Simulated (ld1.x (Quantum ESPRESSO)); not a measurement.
## What the settings do to the TM potential of silicon (Si)

Base potential:

silicon (Si), norm-conserving Troullier–Martins (Kleinman–Bylander form), made with ld1.x (Quantum ESPRESSO) 7.5 (PBE, scalar-relativistic). Core [Ne], reference 3s1.75 3p2.25. Waves: 3p (bound): rc 1.75 bohr; 3d channel at -0.15 Ry: rc 1.50 bohr; 3s (bound): rc 1.65 bohr. Local part: the s channel. Core correction: Bessel-smoothed model core inside 1.10 bohr.

Cutoffs, loose and tight: the cutoffs (Ry, on a coarse ladder) from which the occupation-weighted sum of valence levels, in a spherical-Bessel basis at the reference potential, stays within 10 and 1 mRy of its value at 400 Ry. They do not see the model core or the augmentation charge, which bear on the density cutoff. Test errors are all-electron minus pseudo excitation energies from the reference, over the configurations 3s2 3p2; 3s2 3p1; 3s2 3p0; 3s0 3p4; 3s1 3p0; 3s1 3p2; 3s2 3p2.3. A dash means not determined; rows that change the core or the reference have their own tests. The largest error is taken over the tests solved by every variant that gives reliable tests at all: 3s1 3p0; 3s2 3p0; 3s2 3p1; 3s2 3p2; 3s2 3p2.3.

| change | outcome | cutoff, loose | cutoff, tight | bound ghosts | largest test error (meV) |
| --- | --- | --- | --- | --- | --- |
| base | generated | 15 Ry | 40 Ry | none | +47 |
| core correction Bessel-smoothed model core inside 0.86 bohr | generated | 15 Ry | 40 Ry | none | +45 |
| wave 3d channel at -0.15 Ry: rc 1.50 bohr becomes 3d channel at -0.07 Ry: rc 1.50 bohr | generated | 15 Ry | 40 Ry | none | +47 |
| wave 3p (bound): rc 1.75 bohr becomes 3p (bound): rc 1.10 bohr | generated | 200 Ry | 260 Ry | none | -5.9 |
| local potential all-electron potential smoothed inside 1.60 bohr (lloc = -1) | generated | 15 Ry | 40 Ry | none | +63 |
| wave 3d channel at -0.15 Ry: rc 1.50 bohr becomes 3d channel at -0.15 Ry: rc 2.26 bohr | generated | 15 Ry | 40 Ry | none | +47 |
| functional PW91 | generated | 15 Ry | 40 Ry | none | +48 |
| wave 3s (bound): rc 1.65 bohr becomes 3s (bound): rc 1.38 bohr | generated | 35 Ry | 80 Ry | none | +55 |
| all radii but the core radius scaled by about 0.76 (s 1.24, p 1.32, d 1.14 bohr) | generated | 60 Ry | 120 Ry | none | +57 |
| non-relativistic | generated | 15 Ry | 40 Ry | none | +49 |
| reference 3s2 3p0 | generated | 18 Ry | 40 Ry | none | +24 |

Problem. What comes out with this change to the base: core correction Bessel-smoothed model core inside 1.54 bohr?

Solution. outcome: generated; cutoff, loose: 15 Ry; cutoff, tight: 40 Ry; bound ghosts: none; largest test error (meV): +97.
